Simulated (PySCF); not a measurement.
Mg(F)(OH) (FHMgO), SMILES [OH][Mg][F].

The structure is a stationary point at PBE-D3(BJ)/def2-TZVP. The values are those of a single conformer.

Vertical ionisation energy (IE) and electron affinity (EA) in eV. Rows of orbital energies are one-electron estimates. Where ΔSCF, EOM or ADC give a negative EA the extra electron is unbound and the value depends on the basis.

```tsv
level	IE	EA
−ε(HOMO), −ε(LUMO), B3LYP/def2-TZVPD (PySCF)	8.04	1.86
−ε(HOMO), −ε(LUMO), CAM-B3LYP/def2-TZVPD (PySCF)	9.85	0.89
```
